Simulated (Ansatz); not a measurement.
**Two structures, one formula**

Two relaxed structures of CH$_{5}$BGe, closed shell (PBE0-D4/def2-TZVP; forces vanish, vibrations not checked).

A:

```xyz
8
angstrom
B 0.2446 -1.5610 -0.5246
C 0.1466 1.5726 0.4796
Ge -0.7595 0.1044 -0.0099
H -2.2889 0.2133 -0.0051
H -0.3257 2.5040 0.7694
H 1.2308 1.5655 0.4988
H -0.3117 -2.5620 -0.8569
H 1.4368 -1.5227 -0.4886
```

B:

```tsv
atom	x (Å)	y (Å)	z (Å)
B1	-0.2768	-0.0277	-0.2003
C2	0.1628	1.2643	0.5578
Ge3	-0.6315	-1.5398	-1.3125
H4	-1.5489	-0.1809	-0.5293
H5	-0.3837	1.4139	1.4931
H6	1.2280	1.2238	0.7996
H7	-0.2121	-1.1937	0.4212
H8	0.0019	2.1482	-0.0647
```

Computed with Ansatz 0.2.0 (basis: def2-TZVPP); correlated methods freeze the cores. Filled d shells of the heavier atoms are correlated. The def2 sets are not built for correlating such inner shells, so the correlated values are less sure here. B3LYP uses VWN-RPA correlation.

Task: Which structure is lower at CCSD(T), and by how much? (To be estimated.)

Result: Computed: B, by 24.02 kcal/mol (electronic energy, against the other). By their contacts, A is CH₅BGe ([BH2][GeH][CH2]) and B is CH₅BGe ([CH3][B]12[H][Ge]1[H]2).

All methods give the same order:

```tsv
method	E(B) − E(A) (kcal/mol)
PBE-D4	-31.77
r2SCAN-D4	-29.20
PBE0-D4	-32.04
B3LYP-D4	-27.76
wB97M-V	-32.26
HF	-21.13
MP2	-25.65
CCSD	-24.50
CCSD(T)	-24.02
```

The T1 diagnostic stays at or below 0.016. The restricted Hartree–Fock reference is unstable towards an unrestricted one at one or more of these structures.

Labels in which every atom is bracketed show which atoms are joined, not bond orders.

For scale, one of the runs: CCSD(T)/def2-TZVPP, 180 basis functions, launched by `ansatz run in.yaml --threads 2 --pin off --events-out ev --progress --plain --max-ram 4352MiB`. Hardware: 2 CPU threads of an Arm Neoverse V2, shared host. Wall time 55 s; peak host memory 1.7 GiB.
